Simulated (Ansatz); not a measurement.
`N=[C](S)[GeH3]` and `C=NC(=N)S` differ in one atom or group.

Ansatz, PBE0-D4/def2-TZVP geometries, multiplicity 1. Each molecule was computed in one conformer, which needn't be the lowest.

Scalar relativity is left out up to krypton.

| property | `N=[C](S)[GeH3]` |
| --- | --- |
| LUMO energy (B3LYP/def2-TZVPP) / eV | -0.95 |
| LUMO energy (PBE/def2-TZVPP) / eV | -1.74 |
| HOMO–LUMO gap (PBE0/def2-TZVPP) / eV | 6.78 |
| LUMO energy (ωB97M-V/def2-TZVPP) / eV | 1.44 |
| size of the dipole moment (B3LYP/def2-TZVPP) / D | 1.56 |
| HOMO–LUMO gap (ωB97M-V/def2-TZVPP) / eV | 11.11 |

Task: What does the change do to each property? (Estimate.)

Result: Ansatz gave: 
| property | `C=NC(=N)S` | shift |
| --- | --- | --- |
| LUMO energy (B3LYP/def2-TZVPP) / eV | -1.89 | -0.94 |
| LUMO energy (PBE/def2-TZVPP) / eV | -2.70 | -0.96 |
| HOMO–LUMO gap (PBE0/def2-TZVPP) / eV | 5.63 | -1.15 |
| LUMO energy (ωB97M-V/def2-TZVPP) / eV | 0.57 | -0.87 |
| size of the dipole moment (B3LYP/def2-TZVPP) / D | 2.36 | 0.80 |
| HOMO–LUMO gap (ωB97M-V/def2-TZVPP) / eV | 10.02 | -1.09 |

With PBE0 the HOMO rises by 0.22 eV and the LUMO falls by 0.92 eV, so the gap narrows by about 1.14 eV. PBE moves the HOMO by 0.07 eV and ωB97M-V by 0.21 eV. Dipoles are sizes alone; their direction can turn.

B3LYP here is the variant with VWN-RPA as its local correlation; programs differ in this.
